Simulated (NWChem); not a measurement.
System: CH$_{4}$ClGaO; SMILES [O](C)[GaH][Cl]

```xyz
8

Ga    -0.4235     0.0246    -0.0007
H     -1.9483    -0.2623    -0.0032
Cl     0.3928     1.9998    -0.0022
O      0.8160    -1.2411     0.0047
C      0.5629    -2.6164     0.0035
H      1.0098    -3.0872    -0.8900
H      1.0198    -3.0897     0.8906
H     -0.5149    -2.8725     0.0092
```
Atoms are numbered in this order, from 1.

All runs: NWChem. STO-3G and 3-21G are far too small for this property and stand as cheap habits. Structure relaxed at the PBE0/def2-SVP level. GIAO values for the isolated, static molecule; σ is the absolute isotropic shielding, δ = σ(reference) − σ with the isolated reference molecule computed at the same levels (13C: tetramethylsilane, 1H: tetramethylsilane, 17O: water).

For level Hartree-Fock/STO-3G:

```
Property                  Value
-----------------------  ------
σ Ga1 (ppm)              1569.7
δ H2 (ppm)                 3.27
σ Cl3 (ppm)              1242.2
δ O4 (ppm)                 20.8
δ C5 (ppm)                 53.1
δ H6 (rotor mean) (ppm)    2.43
```

Problem. How do the values read with level BHandHLYP/pcSseg-1 instead?

Solution. 
- σ Ga1 (ppm) = 1455.7
- δ H2 (ppm) = 5.31
- σ Cl3 (ppm) = 928.3
- δ O4 (ppm) = 86.8
- δ C5 (ppm) = 55.4
- δ H6 (rotor mean) (ppm) = 3.89
